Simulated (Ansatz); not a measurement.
Molecule: tribromo(ethoxy)germane, C2H5Br3GeO, charge 0, multiplicity 1. 
Geometry from a B3LYP-D3(BJ)/def2-TZVP (Ansatz, a first-principles code) optimisation:
SMILES: CC[O][Ge]([Br])([Br])[Br]
```xyz
12

C     -3.8664    -1.2811    -0.3603
C     -2.3674    -1.3359    -0.5529
O     -1.7973    -0.1781     0.0840
Ge    -0.0615     0.0877     0.0594
Br     0.6892     0.2539    -2.1199
Br     0.2964     2.0408     1.1981
Br     1.0299    -1.6746     1.0809
H     -4.3336    -2.1477    -0.8327
H     -4.1169    -1.2865     0.7008
H     -4.2777    -0.3766    -0.8093
H     -1.9505    -2.2428    -0.1049
H     -2.1114    -1.3320    -1.6166
```
Charge 0, spin multiplicity 1.

Basis-set convergence of Hartree-Fock and CCSD correlation energies (hartree) with Ansatz. Cores are frozen in the correlated levels unless marked. Spin-orbit coupling is left out. Frozen are the shells of the preceding noble gas and the d and f shells that filled before the atom's block. Non-relativistic.

```
basis    functions        E(HF)  E(corr, CCSD)
-------  ---------  -----------  -------------
cc-pVDZ        175  -9946.16810       -0.96017
cc-pVTZ        332  -9946.52769       -1.23380
cc-pVQZ        587  -9946.55162       -1.32796
```

Extrapolating the two largest sets (X = 3 and 4) as X^-3: E(corr) = (64·(-1.32796) - 27·(-1.23380))/37 = -1.3967 Eh, an estimate of the basis-set limit. The largest set recovers 95.1 % of it, the smallest 68.7 %.
